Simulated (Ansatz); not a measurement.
## GeH2Cl2O (SMILES [OH][GeH]([Cl])[Cl]): methods side by side

The species is GeH2Cl2O (6 atoms), meant as a singlet with charge 0. As SMILES, `[OH][GeH]([Cl])[Cl]`. Geometry: relaxed at PBE0-D4/def2-TZVP. This is one conformer, not always the lowest.

Each level gives the HOMO–LUMO gap (eV). The values are calculated.

| level | kind | program | value (eV) | CPU time |
| --- | --- | --- | --- | --- |
| HF/cc-pVDZ | Hartree–Fock | Ansatz | 15.89 | 2.1 s |
| SVWN5/cc-pVDZ | LDA | Ansatz | 5.73 | 2.4 s |
| BLYP/cc-pVDZ | GGA | Ansatz | 5.73 | 3.4 s |
| PBE/cc-pVDZ | GGA | Ansatz | 5.85 | 3.5 s |
| r2SCAN/cc-pVDZ | meta-GGA | Ansatz | 6.53 | 6.4 s |
| B3LYP/cc-pVDZ | global hybrid | Ansatz | 7.78 | 4 s |
| BHLYP/cc-pVDZ | global hybrid | Ansatz | 10.82 | 4.5 s |
| r2SCAN0/cc-pVDZ | hybrid meta-GGA | Ansatz | 8.85 | 7.6 s |

All-electron rows without a relativistic Hamiltonian named are non-relativistic. The values span 5.73 to 15.89 eV. Orbital gaps aren't excitation energies; they tend to grow with the share of exact exchange. Times are those of the runs behind each value, whatever else they computed, on shared processors of several kinds: orders of magnitude only.
